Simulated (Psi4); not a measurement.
C$_{5}$H$_{11}$Si (SMILES [CH2][Si](C)(C)C=C), doublet, at a GFN2-xTB geometry; Psi4 with PBE0/def2-SV(P).

Here is a job for Psi4.
```
memory 2 GB

molecule {
0 2
C    -0.48130263   -0.54229435    1.93985837
Si   -0.30974049   -0.19760081    0.13171235
C    -0.91856830   -1.68566693   -0.89593603
C    -1.26363719    1.38508787   -0.33835726
C     1.53721877    0.04003556   -0.27693796
C     2.11951587    1.19718816   -0.53965245
H    -0.55708985    0.23937689    2.67522094
H    -0.44268157   -1.53660897    2.34889630
H    -0.38333621   -2.58934057   -0.62188198
H    -0.76942544   -1.52536564   -1.95967196
H    -1.97612059   -1.86945095   -0.73474173
H    -2.33395811    1.24964921   -0.21838484
H    -0.96670646    2.21750029    0.29142353
H    -1.07994180    1.66755967   -1.37055090
H     2.14647980   -0.85595015   -0.27363070
H     3.17300341    1.28065482   -0.76451311
H     1.56678460    2.12228493   -0.54998627
}

set {
  basis def2-sv(p)
  reference uks
}

energy('pbe0')
print_variables()
```

It wrote (shortened):

```
   => Loading Basis Set <=

    Name: DEF2-SV(P)
    Role: ORBITAL
    Keyword: BASIS

         ---------------------------------------------------------
                                   SCF
               by Justin Turney, Rob Parrish, Andy Simmonett
                          and Daniel G. A. Smith
                              UKS Reference
         ---------------------------------------------------------

  ==> Geometry <==

    Molecular point group: c1
    Full point group: C1

    Geometry (in Angstrom), charge = 0, multiplicity = 2:

       Center              X                  Y                   Z               Mass
    ------------   -----------------  -----------------  -----------------  -----------------
         C           -0.497630008428    -0.538331037238     1.928092467975    12.000000000000
         SI          -0.326067868428    -0.193637497238     0.119946447975    27.976926534650
         C           -0.934895678428    -1.681703617238    -0.907701932025    12.000000000000
         C           -1.279964568428     1.389051182762    -0.350123162025    12.000000000000
         C            1.520891391572     0.043998872762    -0.288703862025    12.000000000000
         C            2.103188491572     1.201151472762    -0.551418352025    12.000000000000
         H           -0.573417228428     0.243340202762     2.663455037975     1.007825032230
         H           -0.459008948428    -1.532645657238     2.337130397975     1.007825032230
         H           -0.399663588428    -2.585377257238    -0.633647882025     1.007825032230
         H           -0.785752818428    -1.521402327238    -1.971437862025     1.007825032230
         H           -1.992447968428    -1.865487637238    -0.746507632025     1.007825032230
         H           -2.350285488428     1.253612522762    -0.230150742025     1.007825032230
         H           -0.983033838428     2.221463602762     0.279657627975     1.007825032230
         H           -1.096269178428     1.671522982762    -1.382316802025     1.007825032230
         H            2.130152421572    -0.851986837238    -0.285396602025     1.007825032230
         H            3.156676031572     1.284618132762    -0.776279012025     1.007825032230
         H            1.550457221572     2.126248242762    -0.561752172025     1.007825032230

  Running in c1 symmetry.

  Rotational constants: A =      0.10335  B =      0.06664  C =      0.06439 [cm^-1]
  Rotational constants: A =   3098.22949  B =   1997.76165  C =   1930.25059 [MHz]
  Nuclear repulsion =  286.415196258934202

  Charge       = 0
  Multiplicity = 2
  Electrons    = 55
  Nalpha       = 28
  Nbeta        = 27

  ==> Algorithm <==

  SCF Algorithm Type is DF.
  DIIS enabled.
  MOM disabled.
  Fractional occupation disabled.
  Guess Type is SAD.
  Energy threshold   = 1.00e-06
  Density threshold  = 1.00e-06
  Integral threshold = 1.00e-12

  ==> Primary Basis <==

  Basis Set: DEF2-SV(P)
    Blend: DEF2-SV(P)
    Number of shells: 60
    Number of basis functions: 110
    Number of Cartesian functions: 116
    Spherical Harmonics?: true
    Max angular momentum: 2

  ==> DFT Potential <==

   => LibXC <=

    Version 7.1.2
    S. Lehtola, C. Steigemann, M. J. T. Oliveira, and M. A. L. Marques,  SoftwareX 7, 1–5 (2018) (10.1016/j.softx.2017.11.002)

   => Composite Functional: PBE0 <=

    PBE0 Hyb-GGA Exchange-Correlation Functional

    C. Adamo and V. Barone,  J. Chem. Phys. 110, 6158 (1999) (10.1063/1.478522)
    M. Ernzerhof and G. E. Scuseria,  J. Chem. Phys. 110, 5029 (1999) (10.1063/1.478401)

    Deriv               =              1
    GGA                 =           TRUE
    Meta                =          FALSE

    Exchange Hybrid     =           TRUE
    MP2 Hybrid          =          FALSE

   => Exchange Functionals <=

    0.7500   Perdew, Burke & Ernzerhof

   => Exact (HF) Exchange <=

    0.2500               HF

   => Correlation Functionals <=

    1.0000   Perdew, Burke & Ernzerhof

   => LibXC Density Thresholds  <==

    XC_HYB_GGA_XC_PBEH:  1.00E-15

   => Molecular Quadrature <=

    Radial Scheme          =       TREUTLER
    Pruning Scheme         =           NONE
    Nuclear Scheme         =       TREUTLER

    Blocking Scheme        =         OCTREE
    BS radius alpha        =              1
    Pruning alpha          =              1
    Radial Points          =             75
    Spherical Points       =            302
    Total Points           =         362053
    Total Blocks           =           2682
    Max Points             =            256
    Max Functions          =            107
    Weights Tolerance      =       1.00E-15

   => Loading Basis Set <=

    Name: (DEF2-SV(P) AUX)
    Role: JKFIT
    Keyword: DF_BASIS_SCF

  ==> Integral Setup <==

  SCF_SUBTYPE=INCORE selected. In-core MEM_DF algorithm will be used.
  Using in-core AOs.

  ==> MemDFJK: Density-Fitted J/K Matrices <==

    J tasked:                   Yes
    K tasked:                   Yes
    wK tasked:                   No
    Algorithm:                 Core
    Schwarz Cutoff:           1E-12
    Mask sparsity (%):       0.9091
    Fitting Condition:        1E-10

   => Auxiliary Basis Set <=

  Basis Set: (DEF2-SV(P) AUX)
    Blend: DEF2-UNIVERSAL-JKFIT
    Number of shells: 229
    Number of basis functions: 701
    Number of Cartesian functions: 820
    Spherical Harmonics?: true
    Max angular momentum: 4

  Minimum eigenvalue in the overlap matrix is 3.0191056663E-03.
  Reciprocal condition number of the overlap matrix is 5.2001003997E-04.
    Using symmetric orthogonalization.

  ==> Pre-Iterations <==

  SCF Guess: Superposition of Atomic Densities via on-the-fly atomic UHF (no occupation information).

   -------------------------
    Irrep   Nso     Nmo
   -------------------------
     A        110     110
   -------------------------
    Total     110     110
   -------------------------

  ==> Iterations <==

                           Total Energy        Delta E     RMS |[F,P]|

   @DF-UKS iter SAD:  -484.98574897800995   -4.84986e+02   0.00000e+00
   @DF-UKS iter   1:  -485.40919658980437   -4.23448e-01   9.09003e-03 DIIS/ADIIS
   @DF-UKS iter   2:  -485.39146808507780    1.77285e-02   8.95002e-03 DIIS/ADIIS
   @DF-UKS iter   3:  -485.95379388030000   -5.62326e-01   5.78859e-04 DIIS/ADIIS
   @DF-UKS iter   4:  -485.95492695654633   -1.13308e-03   4.36345e-04 DIIS/ADIIS
   @DF-UKS iter   5:  -485.95613233150596   -1.20537e-03   1.00447e-04 DIIS/ADIIS
   @DF-UKS iter   6:  -485.95619928751341   -6.69560e-05   2.32813e-05 DIIS
   @DF-UKS iter   7:  -485.95620459034490   -5.30283e-06   6.14792e-06 DIIS
   @DF-UKS iter   8:  -485.95620510708875   -5.16744e-07   2.42750e-06 DIIS
   @DF-UKS iter   9:  -485.95620517155902   -6.44703e-08   8.74069e-07 DIIS
  Energy and wave function converged.

  ==> Post-Iterations <==

   Electrons on quadrature grid:
      Nalpha   =   27.9999722807 ; deviation = -2.772e-05
      Nbeta    =   26.9999775883 ; deviation = -2.241e-05
      Ntotal   =   54.9999498690 ; deviation = -5.013e-05

   @Spin Contamination Metric:   4.259708259E-03
   @S^2 Expected:                7.500000000E-01
   @S^2 Observed:                7.542597083E-01
   @S   Expected:                5.000000000E-01
   @S   Observed:                5.000000000E-01

    Orbital Energies [Eh]
    ---------------------

    Alpha Occupied:

[...]
      28A     -0.240557

    Alpha Virtual:

[...]
     110A      2.756156

    Beta Occupied:

[...]
    Beta Virtual:

[...]
    Final Occupation by Irrep:
              A
    DOCC [    27 ]
    SOCC [     1 ]
    NA   [    28 ]
    NB   [    27 ]

  @DF-UKS Final Energy:  -485.95620517155902

   => Energetics <=

    Nuclear Repulsion Energy =            286.4151962589342020
    One-Electron Energy =               -1233.2528874882950731
    Two-Electron Energy =                 500.0967055615041659
    DFT Exchange-Correlation Energy =     -39.2152195037023148
    Empirical Dispersion Energy =           0.0000000000000000
    VV10 Nonlocal Energy =                  0.0000000000000000
    Total Energy =                       -485.9562051715590201

  UHF NO Occupations:
  HONO-2 :   26  A 1.9997328
  HONO-1 :   27  A 1.9986350
  HONO-0 :   28  A 1.0000000
  LUNO+0 :   29  A 0.0013650
  LUNO+1 :   30  A 0.0002672
  LUNO+2 :   31  A 0.0002594
  LUNO+3 :   32  A 0.0002136

Computation Completed

Properties will be evaluated at   0.000000,   0.000000,   0.000000 [a0]

Properties computed using the SCF density matrix

 Multipole Moments:

 ------------------------------------------------------------------------------------
     Multipole            Electronic (a.u.)      Nuclear  (a.u.)        Total (a.u.)
 ------------------------------------------------------------------------------------

 L = 1.  Multiply by 2.5417464519 to convert [e a0] to [Debye]
 Dipole X            :          1.6410592           -1.6969850           -0.0559258
 Dipole Y            :         -0.4249382            0.4119268           -0.0130114
 Dipole Z            :          1.2630531           -1.2228879            0.0401652
 Magnitude           :                                                    0.0700731

 ------------------------------------------------------------------------------------

  Variable Map:
  ----------------------------------------------------------------------------
[...]
  Array Variable Map:
  ----------------------------------------------------------------------------
[...]
[...]
```
